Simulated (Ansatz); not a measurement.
Mulliken charges of ClH3Se3Si, SMILES `Cl[Si]([SeH])([SeH])[SeH]` from B3LYP/def2-TZVPP in Ansatz (PBE0-D4/def2-TZVP geometry).

```tsv
atom	x (Å)	y (Å)	z (Å)	charge (e)
Cl1	-1.175	0.811	1.880	-0.211
Si2	-0.120	-0.044	0.340	0.430
Se3	1.979	-0.640	0.939	-0.134
Se4	0.096	1.413	-1.380	-0.133
Se5	-1.286	-1.929	-0.129	-0.134
H6	2.434	0.757	1.017	0.059
H7	-1.338	1.741	-1.375	0.059
H8	-0.498	-2.166	-1.347	0.065
```

Task: By hand: the dipole of these point charges (1 e Å = 4.8032 D).

Result: Σ q r = (0.123, -0.027, -0.284) e Å, of length 0.311 e Å = 1.49 D.

Task: How does the dipole of the full density compare? (Estimate.)

Result: The calculation gave: (0.049, 0.054, -0.192) e Å, 0.99 D; the point charges give 1.51 times that, at 22° from its direction.

Point charges leave out the atoms' own dipoles, such as those of lone pairs, and Mulliken's split depends on the basis, so the two needn't agree.

B3LYP here is the variant with VWN-RPA as its local correlation; programs differ in this.
